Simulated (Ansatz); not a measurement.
`[OH][Ge]([OH])[F]` radical, 6 atoms. The species carries charge 0 and has multiplicity 2. Correlated methods include outer-core shells of Ge, which these sets cover unevenly. Scalar relativity is left out up to krypton. Hardware: A = 2 threads of an AMD EPYC 7R13 on a shared host and a share of an NVIDIA H100 80 GB; B = 2 threads of an AMD EPYC 7R13 on a shared host. Correlated methods freeze the cores. Open-shell runs search over several starts.

**Question.** How many basis functions does each run have, and how long does it take in Ansatz? UKS ωB97M-V/def2-QZVPP energy [A]; UHF-CCSD(T)/def2-TZVPP energy [A]; UHF-MP2/def2-QZVPP energy [A]; UKS BHLYP-D4/def2-TZVPP energy [B]; UKS ωB97X-V/def2-TZVPP energy [B]; UKS CAM-B3LYP-D4/def2-TZVPP energy [B]; UKS PBE0-D4/def2-QZVPP energy [A]; UKS PBE0-D4/def2-TZVP relaxation (7 steps) [B]; direct RPA on PBE orbitals/def2-TZVPP energy [B]; UHF-CCSD(T)/def2-SVP energy [B]; UKS PBE0-D4/def2-TZVP frequencies [B]; UKS r2SCAN-D4/def2-TZVPP energy and forces [B]. (Best estimate.)

**Answer.** Ansatz gave: Other jobs shared the machine, so times are rough.

```
                                level                       job  functions  wall time  peak host memory (GiB)
                   UHF-MP2/def2-QZVPP                energy [A]        320      2.9 s                    0.87
               UHF-CCSD(T)/def2-TZVPP                energy [A]        169      4.5 s                     0.8
               UKS PBE0-D4/def2-QZVPP                energy [A]        320      6.5 s                    0.89
          UKS CAM-B3LYP-D4/def2-TZVPP                energy [B]        169      6.5 s                    0.56
              UKS BHLYP-D4/def2-TZVPP                energy [B]        169      6.5 s                     0.5
direct RPA on PBE orbitals/def2-TZVPP                energy [B]        169      7.5 s                    0.46
             UKS r2SCAN-D4/def2-TZVPP     energy and forces [B]        169        8 s                    0.26
               UKS ωB97M-V/def2-QZVPP                energy [A]        320      8.5 s                       1
               UKS ωB97X-V/def2-TZVPP                energy [B]        169       11 s                    0.64
                 UHF-CCSD(T)/def2-SVP                energy [B]         84       16 s                    0.59
                UKS PBE0-D4/def2-TZVP  relaxation (7 steps) [B]        153       43 s                    0.47
                UKS PBE0-D4/def2-TZVP           frequencies [B]        153    2.2 min                    0.46
```
